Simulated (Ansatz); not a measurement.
Abridged output of a molecular run in Ansatz:

```
Functional definition: HF
1572 factors; integrals over basis functions are off by at most 1.1e-3 eV
mean field evaluation 1: about -5566.5247 eV, gradient 3.8e1 eV
mean field evaluation 2: about -5566.7263 eV, gradient 3.8e1 eV
mean field evaluation 4: about -5570.4608 eV, gradient 5.1e0 eV
mean field evaluation 8: about -5570.5343 eV, gradient 2.3e-1 eV
mean field -5570.53465383 eV, -204.7133726843 hartree, gradient 4.7e-6 eV, S^2 0.000000; 0 other end points of the search recorded, 0 dependent functions left out
5 core orbitals not correlated: weight in the atoms' cores, before any rotation towards them, 1.000 or more for the frozen orbitals, at most 0.000 for the correlated occupied ones
reference -5570.53465383 eV, -204.7133726843 hartree; 14, 14 occupied and 248, 248 virtual orbitals, 1572 factors
second order -21.34686935 eV of doubles, -0.00000000 eV of singles
cycle   1  -22.11615438 eV  change   -7.7e-1 eV  update   1.0e-1
cycle   2  -22.65906998 eV  change   -5.4e-1 eV  update   3.0e-2
cycle   3  -22.78348294 eV  change   -1.2e-1 eV  update   1.7e-2
cycle   4  -22.77420516 eV  change    9.3e-3 eV  update   4.5e-3
cycle   5  -22.77290613 eV  change    1.3e-3 eV  update   2.3e-3
cycle   6  -22.77338334 eV  change   -4.8e-4 eV  update   7.9e-4
cycle   7  -22.77305667 eV  change    3.3e-4 eV  update   3.1e-4
cycle   8  -22.77303346 eV  change    2.3e-5 eV  update   1.5e-4
cycle   9  -22.77311269 eV  change   -7.9e-5 eV  update   7.6e-5
cycle  10  -22.77307912 eV  change    3.4e-5 eV  update   3.8e-5
cycle  11  -22.77308732 eV  change   -8.2e-6 eV  update   1.7e-5
perturbative correction -0.84084708 eV, -0.0309005602 hartree
Total energy: -5594.14858823 eV, -205.5811687673 hartree
```

Its atoms:

```xyz
13

B     0.454   -1.476   -0.469
B     0.393    0.125    0.054
C     1.733    0.862    0.435
O    -0.751    0.844    0.189
C    -2.014    0.283   -0.081
H     0.480   -2.404    0.293
H     0.565   -1.765   -1.629
H     2.048    0.535    1.434
H     1.602    1.947    0.466
H     2.563    0.625   -0.237
H    -2.600    0.241    0.840
H    -2.540    0.911   -0.803
H    -1.933   -0.731   -0.492
```

(1) Which basis set was used?
A. def2-SVPD
B. def2-TZVPPD
C. cc-pV(Q+d)Z
D. def2-TZVPP

(2) Write the keys of the input that set method, charge and spin (a neutral closed shell needs none for the last two).

Results:

(1) D. It gives 267 functions.

(2) 
```yaml
correlation: {method: ccsd_t}
```
